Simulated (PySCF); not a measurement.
Species: C8H9F3.
SMILES with atom numbers: `[F:1][C:2]([F:3])=[C:4]([F:5])[C@:6]12[CH2:7][CH2:8][C@H:9]([CH2:10]1)[CH2:11]2` (hydrogens: H12, H13 on C7; H14, H15 on C8; H16 on C9; H17, H18 on C10; H19, H20 on C11)

Structure optimised with GFN2-xTB, isolated species.

(1) What internal coordinates does the optimisation give?

Results:

(1) 
```csv
bond,length (Å),order
F1–C2,1.328,single
C2–F3,1.329,single
C2=C4,1.328,double
C4–F5,1.353,single
C4–C6,1.479,single
C6–C7,1.532,single
C7–C8,1.546,single
C8–C9,1.529,single
"C9–C10, C9–C11",1.536,single
"C6–C10, C6–C11",1.546,single
"C7–H12, C7–H13",1.088,single
"C8–H14, C8–H15",1.089,single
C9–H16,1.085,single
"C10–H17, C11–H20",1.086,single
"C10–H18, C11–H19",1.088,single
```

Bonds in one row agree within 0.01 Å and their mean is given. Orders are formal, as drawn. A selection of angles:
```csv
angle,degrees
F1–C2–F3,110.3
F1–C2–C4,125.2
F3–C2–C4,124.5
C2–C4–F5,117.1
C2–C4–C6,128.5
F5–C4–C6,114.4
C4–C6–C7,120.2
C4–C6–C10,120.4
C7–C6–C10,101.7
C10–C6–C11,86.1
C6–C7–C8,98.9
C6–C7–H12,112.1
C8–C7–H12,112.5
C8–C7–H13,112.6
H12–C7–H13,108.4
C7–C8–C9,99.3
C7–C8–H14,112.5
C9–C8–H14,112.0
H14–C8–H15,108.5
C8–C9–C10,101.7
C8–C9–H16,117.4
C10–C9–C11,86.8
C10–C9–H16,121.7
C9–C10–H17,113.7
C9–C10–H18,117.9
C6–C10–C9,82.4
C6–C10–H17,113.0
C6–C10–H18,116.9
H17–C10–H18,110.5
```

Torsions: F1–C2–C4–F5 0° (synperiplanar); C2–C4–C6–C7 0° (synperiplanar); C4–C6–C7–C8 180° (antiperiplanar); C6–C7–C8–C9 0° (synperiplanar); C7–C8–C9–C10 45° (synclinal); C8–C9–C10–C6 -67° (synclinal); C8–C9–C11–C6 67° (synclinal); C4–C6–C10–C9 -158° (antiperiplanar); C4–C6–C11–C9 158° (antiperiplanar).

Of the pairs four or more bonds apart, F3···C7 is among the closest relative to their van der Waals radii: 2.86 Å, 90 % of the sum of Bondi's values. The 3 C–F bonds span 1.328 Å (F1–C2, drawn single) to 1.353 Å (C4–F5, drawn single), a spread of 0.025 Å. The 5-membered ring C6–C7–C8–C9–C10 has internal angles of 82.4° to 101.7° (sum 484°, against 540° for a flat polygon); it is puckered, 0.32 Å rms from its mean plane, widest ring torsion 67°. The 5-membered ring C6–C7–C8–C9–C11 has internal angles of 82.4° to 101.8°; it is puckered, 0.32 Å rms from its mean plane, widest ring torsion 67°. The 9 C–C bonds span 1.328 Å (C2=C4, drawn double) to 1.546 Å (C7–C8, drawn single), a spread of 0.218 Å. The 4-membered ring C6–C10–C9–C11 has internal angles of 82.4° to 86.8°; it is puckered, 0.24 Å rms from its mean plane, widest ring torsion 35°.

Point group: Cs (every atom within 0.08 Å of its image). Whether it is a minimum is left open (no frequencies). The numbers are those of one conformer.

The numbers are calculated, not measured.
